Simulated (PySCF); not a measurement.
1-fluorobicyclo[2.2.1]heptane, C7H11F.
Numbering: `[F:1][C@:2]12[CH2:3][CH2:4][C@H:5]([CH2:6][CH2:7]1)[CH2:8]2`

Cartesian coordinates in Å at the GFN2-xTB level; atoms count from 1:
```
atom  x, y, z in Å
F1    -0.014    0.930   -2.334
C2    -0.010    0.448   -1.045
C3    -1.332    0.698   -0.314
C4    -1.256   -0.312    0.847
C5     0.095   -1.007    0.622
C6     1.217   -0.012    0.952
C7     1.147    1.000   -0.208
C8     0.167   -1.064   -0.903
H9    -2.167    0.491   -0.983
H10   -1.417    1.730    0.024
H11   -2.071   -1.033    0.794
H12   -1.302    0.175    1.820
H13    0.189   -1.957    1.145
H14    1.064    0.462    1.921
H15    2.183   -0.517    0.975
H16    2.061    1.005   -0.802
H17    0.954    2.018    0.126
H18    1.123   -1.415   -1.285
H19   -0.642   -1.630   -1.359
```

Probes without a nucleus sit at each ring's centroid and 1 Å off its mean plane on both sides; NICS is minus the shielding there, NICSzz its component along the normal. Level: GIAO PBE0/pcSseg-1 (PySCF, non-relativistic, gas phase) on the GFN2-xTB geometry, one conformer.

Ring bond lengths (Å), with Mayer bond orders in brackets: C2–C3 1.531 (0.99), C3–C4 1.541 (1.01), C4–C5 1.536 (1.00), C5–C8 1.528 (0.95), C8–C2 1.529 (0.96); C2–C7 1.531 (0.99), C7–C6 1.541 (1.01), C6–C5 1.536 (1.00), C5–C8 1.528 (0.95), C8–C2 1.529 (0.96).

**Question.** What do the NICS probes read (ppm)?

**Answer.** 
```
          ring                                            type  NICS(0)  NICS(1), two faces  NICS(1)zz, two faces  rms pucker (Å)  centre to ring atoms, mean (Å)
C2–C3–C4–C5–C8  5-membered carbocycle; formal bonds all single     -8.6         -3.8 / -8.4          -2.6 / -10.2            0.27                            1.26
C2–C7–C6–C5–C8  5-membered carbocycle; formal bonds all single     -8.6         -3.8 / -8.4          -2.6 / -10.2            0.27                            1.26
```

**Question.** What do they say, and how far can they be read as aromaticity?

**Answer.** 
- C2–C3–C4–C5–C8: mean NICS(1)zz -6.4 ppm, shielded. C2, C3, C4, C5, C8 have four or more neighbours; no verdict on aromaticity is drawn. The two faces differ by 7.6 ppm, so no symmetry operation interchanges them.
- C2–C7–C6–C5–C8: mean NICS(1)zz -6.4 ppm, shielded. C2, C5, C6, C7, C8 have four or more neighbours, so the value isn't read as a sign of a π ring current. The two faces differ by 7.6 ppm, so no symmetry operation interchanges them.

**Question.** Give the inner angles of the rings and the Hirshfeld charges of the ring atoms.

**Answer.** 
- C2–C3–C4–C5–C8: C2 102.6° (+0.102 e), C3 102.1° (-0.082 e), C4 103.3° (-0.069 e), C5 101.8° (-0.025 e), C8 92.9° (-0.086 e); sum 502.6° against 540° for a flat convex ring.
- C2–C7–C6–C5–C8: C2 102.6° (+0.102 e), C7 102.1° (-0.082 e), C6 103.3° (-0.069 e), C5 101.8° (-0.025 e), C8 92.9° (-0.086 e); sum 502.7° against 540° for a flat convex ring.
